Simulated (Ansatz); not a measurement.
Ideal-gas functions of `F[C](F)(F)[SnH3]` at 298.15 K and 1 bar, from an Ansatz frequency run at PBE0-D4/def2-TZVP.

Molar mass 190.74 g/mol, point group C3v (symmetry number 3), electronic degeneracy 1, moments of inertia 96.491, 357.195, 357.197 u Å². Harmonic wavenumbers (cm⁻¹, unscaled): 61, 180, 180, 256, 439, 439, 532, 532, 668, 713, 713, 729, 1128, 1128, 1169, 1973, 1983, 1984.

Use S(trans) = R[1.5 ln M + 2.5 ln T − 1.1517]; rotational temperatures θ = 24.2544 K / I; S(rot) = R[ln(√π/σ · √(T³/θAθBθC)) + 1.5]; for each mode x = 1.438777 ν̃/T, S = R[x/(eˣ − 1) − ln(1 − e⁻ˣ)] and H = RT x/(eˣ − 1); 1 cm⁻¹ = 0.0119627 kJ/mol; R = 8.31446 J/(mol·K).

Task: By hand: the entropy, in J/(mol·K).

Result: Translation 174.3. Rotation: θ = 0.2514, 0.0679, 0.0679 K, giving 107.3. Vibration, mode by mode: 18.51, 9.74, 9.74, 7.07, 3.47, 3.47, 2.44, 2.44, 1.45, 1.22, 1.22, 1.14, 0.23, 0.23, 0.20, 0.01, 0.01, 0.01, in all 62.6. Electronic 0.0. Sum 344.2 J/(mol·K).

Task: By hand: H − E and G − E in kJ/mol, counted from the electronic energy.

Result: Zero-point energy ½ × 14807 × 0.0119627 = 88.6; thermal vibration 10.3; translation, rotation and pV give 4 RT = 9.9. H − E = 108.8 kJ/mol, and G − E = 108.8 − 298.15 × 344.2/1000 = 6.2 kJ/mol.

Vibration gives 18 % of the entropy, 18.5 J/(mol·K) of it from the mode under 150 cm⁻¹: soft modes count most, and the harmonic formula is weakest for them.
